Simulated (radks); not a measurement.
Nb IX, configuration [Ar] 3d10 4s2 4p3.

All-electron calculation, scalar-relativistic Kohn-Sham, r2SCAN, spin-polarised, spherical densities, finite nucleus; open shells are filled with parallel spins first (spin-orbit coupling, left out, can overturn this in heavy ions); meta-GGA in the generalised Kohn-Sham scheme; Fermi nuclear charge, rms radius 4.324 fm. Program: a radial shooting solver on a logarithmic mesh with Libxc functionals.

Energy parts (hartree):
part                       energy
total                 -3802.08598
kinetic                3915.58168
electron-nucleus      -8998.19463
Hartree                1395.60365
exchange-correlation   -115.07668

Orbitals (lengths in bohr, moments of r in powers of bohr; <r^-3> diverges for s and p1/2; r(90%) holds 90 % of the orbital's charge):
orbital	occ.	eigenvalue (hartree)	r(90%)	<r^-3>
1s up	1	-697.7691	0.0647	-
1s down	1	-697.7355	0.0647	-
2s up	1	-102.2877	0.244	-
2s down	1	-102.2801	0.244	-
2p up	3	-91.79004	0.224	2349
2p down	3	-91.76480	0.224	2348
3s up	1	-21.27427	0.651	-
3s down	1	-21.24889	0.651	-
3p up	3	-17.80313	0.670	388.0
3p down	3	-17.77051	0.669	387.4
3d up	5	-12.15086	0.687	51.01
3d down	5	-12.11244	0.684	51.14
4s up	1	-6.61940	1.53	-
4s down	1	-6.35069	1.54	-
4p up	3	-5.59307	1.65	69.73
4p down	0	-5.32752	1.65	70.15

The highest occupied level is 4p up at -152.20 eV. For comparison, the ionisation energy in NIST's Atomic Spectra Database is 159 eV (semi-empirical). In exact Kohn-Sham theory the highest level is minus the ionisation energy, but local and semilocal functionals leave it too shallow, through self-interaction and a potential that decays too fast; potentials with the right tail come closer. Spin moment in Bohr magnetons: 3. The spin density at the nucleus is -0.881 e/bohr^3 (1s -2.296, 2s 0.984, 3s 2.026, 4s -1.595).
